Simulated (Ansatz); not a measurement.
Si(CN)Cl3 (SiCNCl3). Total charge 0; singlet. Geometry PBE0-D4/def2-SVP, basis def2-TZVP, Ansatz.

Cartesian coordinates in Å:
```
Si 0.3996 -0.1627 -0.2335
C -1.0989 0.4460 0.6425
N -2.0431 0.8310 1.1935
Cl 0.6886 -2.1043 0.2833
Cl 1.9757 0.9785 0.3444
Cl 0.0780 0.0115 -2.2302
```

| run | HOMO (eV) | LUMO (eV) |
| --- | --- | --- |
| A | -8.29 | -2.22 |
| B | -11.28 | -0.28 |
| C | -9.51 | -1.84 |
| D | -8.87 | -2.23 |
| E | -9.92 | -1.46 |
| F | -8.47 | -2.40 |

HSE06 is defined as in plane-wave codes, on full-range PBE exchange.

Question: The runs used BLYP, CAM-B3LYP, HSE06, PBE, PBE0, r2SCAN. Estimate which is which.

Answer: A BLYP (0 % exact exchange); B CAM-B3LYP (range-separated); C HSE06 (range-separated); D r2SCAN (0 % exact exchange); E PBE0 (25 % exact exchange); F PBE (0 % exact exchange). Exact exchange lowers occupied and raises empty levels; among semilocal functionals meta-GGAs tend to open the gap a little, and such runs are hard to tell apart. The gap grows from 6.07 eV (PBE) to 11.00 eV (CAM-B3LYP).
